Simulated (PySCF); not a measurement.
# Structure from 2D NMR

Compound of formula C₆H₉Cl₂NO. Correlations simulated from computed shifts and the bond graph:

HSQC (one-bond C–H):
```tsv
δH	δC
6.33	92.2
5.99	133.3
3.06	39.4
2.24	12.3
```

COSY cross peaks (H two or three bonds apart, from the bond graph; peaks can be absent where the dihedral angle is near 90°):
```tsv
δH	δH
5.99	3.06
5.31	4.46
```

HMBC (two and three bonds, from the bond graph):
```tsv
δH	δC
6.33	147.2, 133.3, 12.3
5.99	167.4, 147.2, 92.2, 39.4, 12.3
5.31	167.4, 39.4
4.46	167.4, 39.4
3.06	167.4, 147.2, 133.3
2.24	147.2, 133.3, 92.2
```

Carbons without hydrogens: δ 167.4, 147.2.

- shielding tensors at PBE0/pcSseg-1 (GIAO)
- structure optimised with GFN2-xTB
- code: PySCF
- single conformer, averaged over atoms made equivalent by symmetry, fast rotation or ring inversion, relativity neglected, no solvent model

Shifts are taken against calculated references (same method and geometry level): TMS for 1H (31.72 ppm), 13C (186.93 ppm).

Exchangeable hydrogens are left out of these lists.

**Question.** Work out the connectivity.

**Answer.** SMILES C/C(=C\CC(N)=O)C(Cl)Cl.

Structure with atom numbers: `[CH3:1]/[C:2](=[CH:3]\[CH2:4][C:5]([NH2:6])=[O:7])[CH:8]([Cl:9])[Cl:10]`; H(Xn) means a hydrogen on atom n. Ha(N6) is cis to the C=O or C=S heteroatom; Hb(N6) is trans to the C=O or C=S heteroatom.

1. δC 167.4 is C5, an amide carbonyl carbon.
2. δC 147.2 is C2, a fully substituted alkene carbon.
3. δC 133.3 is C3, an alkene CH (δH 5.99).
4. δC 92.2 is C8, an allylic sp3 CH bonded to 2 Cl (δH 6.33).
5. δC 39.4 is C4, an sp3 CH2 α to a carbonyl (δH 3.06).
6. δC 12.3 is C1, an allylic methyl carbon (δH 2.24).
7. HMBC from δH 6.33 reaches the proton-free carbon C2.
8. HMBC from δH 5.99 reaches the proton-free carbons C5, C2.
9. HMBC from δH 3.06 reaches the proton-free carbons C5, C2.
10. HMBC from δH 2.24 reaches the proton-free carbon C2.
11. COSY links 5.99–3.06, 5.31–4.46.

The data come from this structure; uniqueness wasn't tested.

OH/NH shifts are gas-phase values; hydrogen bonding in solution moves them, usually downfield. Rotation about the amide-type C–N bond is slow at room temperature, so the two groups on nitrogen are listed apart. Carbons that carry Cl, above all several Cl atoms, come out too deshielded, partly because spin–orbit coupling is missing. Shifts are as computed. Against solution values, carbons near 30 ppm lie about +3 ppm off and those near 130 ppm about +5 ppm; carbons on Cl a further +6 ppm. Of 1211 compounds with measured shifts, 218 miss one by over three times the rms of a fit or turn the order of signals round; such compounds aren't used in these exercises. Hydrogen bonding in solution deshields acid and N–H amide carbonyl carbons by as much as 10 ppm beyond these values.
